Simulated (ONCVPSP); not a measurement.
**How hard is this S (Z = 16) ONCV potential?**

* Element: sulfur
* Generator: ONCVPSP 4.0.1
* Type: optimised norm-conserving Vanderbilt (ONCV)
* Functional: LDA (Perdew-Wang 92)
* Relativity: scalar-relativistic
* Frozen core: [Ne]
* Valence charge: 6
* Reference configuration: 3s2 3p4
* Partial waves: 3s: rc 1.15 bohr, ncon 4, nbas 7, qcut 4.6 1/bohr, 2 projectors, debl 3.4 Ha; 3p: rc 1.65 bohr, ncon 4, nbas 8, qcut 4.3 1/bohr, 2 projectors, debl 0.6 Ha; d scattering state at 0.32 Ha: rc 1.80 bohr, ncon 4, nbas 8, qcut 5.5 1/bohr, 2 projectors, debl 3 Ha
* Local potential: polynomial inside 1.05 bohr (lpopt 5, dvloc0 0 Ha)
* Core correction: Teter function, fcfact 5.5, rcfact 1.2

Task: For each optimised wave give the share of its norm inside rc, the residual kinetic energy above qcut (Ha) and the cutoffs (Ha) for errors of 10, 1, 0.1 and 0.01 mHa per electron.

Result:

```tsv
wave	norm inside rc	residual KE	10 mHa	1 mHa	0.1 mHa	0.01 mHa
3s	0.193	4.0e-03	8.6	44.8	90.9	131.2
s projector 2	0.074	4.0e-02	50.4	119.3	138.9	187.9
3p	0.366	2.1e-04	4.1	5.9	20.9	68.4
p projector 2	0.125	1.0e-04	3.9	5.7	9.2	64.2
d projector 1	0.330	1.0e-03	10.8	15.3	61.1	74.3
d projector 2	0.181	4.2e-02	19.6	76.2	93.1	105.1
```

The occupied waves need 45 Ha and 91 Ha for 1 and 0.1 mHa.
